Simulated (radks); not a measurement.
Lu42+, configuration [Ar] 3d10 4s1 (the NIST ground configuration). Calculated with a radial shooting solver on a logarithmic mesh with Libxc functionals: Dirac Kohn-Sham, PBE, spin-unpolarised, spherical densities, finite nucleus; Fermi nuclear charge, rms radius 5.37 fm.

Spin-orbit splittings of the eigenvalues, e(l+1/2) - e(l-1/2), with zeta = 2 splitting/(2l+1) and mean radii in bohr:

shell  occ.  splitting (eV)  zeta (eV)  <r> j=l-1/2  <r> j=l+1/2
2p        6               ?          ?      0.06725      0.07482
3p        6           250.1      166.7       0.1978       0.2109
3d       10           55.55      22.22       0.1842       0.1883

Estimate the 2p splitting.

Answer. 1123 eV (zeta = 748.6 eV).
